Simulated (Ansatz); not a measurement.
Basis sets compared for Li₆Cl₅. Charge 0, multiplicity 2. Geometry r2SCAN-D4/def2-SVP. Ansatz on 4 threads of Arm Neoverse V2 on a shared host; times are rough, and most runs start from earlier orbitals.

```xyz
11

Li   -0.772   -1.386   -1.913
Li   -2.043    1.555    1.285
Li    1.955   -1.021   -1.146
Li   -0.184   -0.931    1.101
Li    0.643    1.915    2.040
Li    0.106    1.415   -1.052
Cl    0.472   -2.640   -0.420
Cl   -0.876    0.409    2.920
Cl    0.798    0.034   -2.851
Cl    1.797    0.572    0.537
Cl   -1.894    0.078   -0.502
```

Another isomer (doublet) lies 0.09 eV lower at PBE0-D4/def2-TZVP; other spin states weren't run for this one.

Binding counts from free atoms (Li doublet, Cl doublet) in the same basis, without a counterpoise term.

```
           level  functions  energy (Eh)  HOMO (eV)  LUMO (eV)  binding per atom (eV)  wall time
 PBE-D4/def2-SVP        144   -2344.9577      -2.85      -1.77                   3.09      4.5 s
PBE0-D4/def2-SVP        144   -2345.1886      -3.47      -1.16                   3.07      7.5 s
```

Task: Estimate the rows for PBE-D4/def2-TZVP (with forces), PBE0-D4/def2-TZVP.

Result: 
```csv
level,functions,energy (Eh),HOMO (eV),LUMO (eV),binding per atom (eV),wall time
PBE-D4/def2-TZVP (with forces),269,-2345.7512,-2.96,-1.84,2.94,7.5 s
PBE0-D4/def2-TZVP,269,-2345.9696,-3.59,-1.22,2.92,18 s
```
